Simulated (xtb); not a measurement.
Mg(Me) (CH3Mg), SMILES [CH3][Mg+], charge +1. All values are semi-empirical tight-binding results from xtb (GFN2-xTB unless named), good for trends rather than for accurate numbers. Geometry optimised at GFN2-xTB. The spin state was assumed, not searched. The isomer is the one that the SMILES or the coordinates give; other isomers of the formula were not compared.

For metal compounds this method's bond lengths and energies can be far off.

```
Quantity                                      Result
-------------------------------------  -------------
point group as xtb finds it                      C3v
orbital gap                                  2.98 eV
zero-point energy                      20.1 kcal/mol
G − E(el) at 298.15 K (modified RRHO)   5.9 kcal/mol
```
